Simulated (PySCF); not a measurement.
Al(F)(Me)(SH) (CH4AlFS), SMILES [CH3][Al]([F])[SH]. Coordinates come from a B3LYP-D3(BJ)/def2-SVP optimisation. One conformer was computed; it need not be the lowest.

Computed equilibrium geometry at B3LYP-D3(BJ)/def2-SVP (PySCF confirms it by a frequency run) as a Z-matrix, and its point group (one conformer of several):
point group Cs.
```
Al
F 1 1.6691
C 1 1.9410 2 119.79
H 3 1.1013 1 113.06 2 180.00
H 3 1.1033 4 108.05 1 122.32
H 3 1.1033 4 108.05 5 115.35
S 1 2.1860 2 114.37 3 180.00
H 7 1.3546 1 93.15 2 180.00
```
Charge 0, spin multiplicity 1.
